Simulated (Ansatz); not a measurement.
A nudged elastic band was laid between two geometries of FH + FH + H4Sn (9 atoms, charge 0, multiplicity 1).

Level of theory: Ansatz 0.2.0, RKS B3LYP/def2-SVP.

| Quantity | Value |
| --- | --- |
| movable images | 7 |
| climbing image | yes |
| spring | 5.0 eV/Å² |
| optimiser | quadratic models (default) |
| start path | through a guess of the saddle point |
| force threshold | 0.05 eV/Å |
| iteration limit | 60 |
| end points | relaxed |

Initial state:

```xyz
9
Properties=species:S:1:pos:R:3
Sn -0.349 -0.125 -1.337
H 0.561 -1.084 -0.198
H -0.445 -1.131 -2.732
H -1.911 0.153 -0.711
H 0.532 1.291 -1.694
H 0.209 0.895 1.834
F -0.104 1.572 1.260
H 0.742 -0.948 1.346
F 0.766 -0.624 2.234
```

Final state:

```xyz
9
Properties=species:S:1:pos:R:3
Sn -0.700 0.728 -1.213
H 2.088 -2.104 1.175
H -0.076 -0.825 -1.537
H -2.317 0.804 -0.670
H -0.323 1.886 -2.419
H -0.014 0.314 1.394
F 0.383 1.410 0.322
H 1.438 -1.734 1.313
F -0.480 -0.480 1.634
```

**Question.** Which bonds break or form, and what moves?

**Answer.** Bonds broken: Sn1–H2, H6–F7, H8–F9. Bonds formed: Sn1–F7, H2–H8, H6–F9. FH + FH + H4Sn becomes FH + FH3Sn + H2.

**Question.** Give the energies along the band, and the barrier.

**Answer.** It converged. The highest image is number 3 of 0 to 8, 0.95 eV above the first end and 1.36 eV above the last; the last end lies 0.41 eV below the first. A vibrational analysis at the climbing image gives one clearly imaginary mode, 980i cm⁻¹: a first-order saddle point. The orbitals stay closed-shell, which can raise the energy where a bond breaks towards radicals; this wasn't checked here.

| image | path coordinate (Å) | energy (eV) | Sn1–H2 (Å) | H6–F7 (Å) | H8–F9 (Å) |
| --- | --- | --- | --- | --- | --- |
| 0 | 0.00 | 0.00 | 1.74 | 0.94 | 0.95 |
| 1 | 0.49 | 0.03 | 1.75 | 0.94 | 0.95 |
| 2 | 0.99 | 0.32 | 1.80 | 0.97 | 0.99 |
| 3 | 1.48 | 0.95 | 2.00 | 1.16 | 1.29 |
| 4 | 2.47 | 0.05 | 2.63 | 1.51 | 1.89 |
| 5 | 3.45 | -0.30 | 3.29 | 1.61 | 2.16 |
| 6 | 4.43 | -0.36 | 3.85 | 1.59 | 2.21 |
| 7 | 5.40 | -0.40 | 4.37 | 1.58 | 2.28 |
| 8 | 6.38 | -0.41 | 4.64 | 1.58 | 2.31 |

**Question.** What is the geometry of the highest image?

**Answer.** 
```xyz
9
Properties=species:S:1:pos:R:3
Sn -0.383 0.163 -1.071
H 0.643 -1.123 0.069
H -0.086 -1.146 -2.180
H -2.022 0.123 -0.596
H 0.296 1.568 -1.773
H 0.312 0.520 1.638
F 0.073 1.279 0.799
H 0.621 -0.932 0.961
F 0.548 -0.451 2.152
```

**Question.** What are the harmonic wavenumbers there?

**Answer.** 980i, 68, 124, 286, 415, 538, 560, 638, 684, 739, 778, 934, 1035, 1189, 1368, 1530, 1708, 1833, 1924, 1958, 2499 cm⁻¹.

The band took 24 iterations and roughly 16 core-minutes.

Run time: 8.4 min on 2 threads of Arm Neoverse N1, with other jobs on the host, peak memory 0.17 GiB.
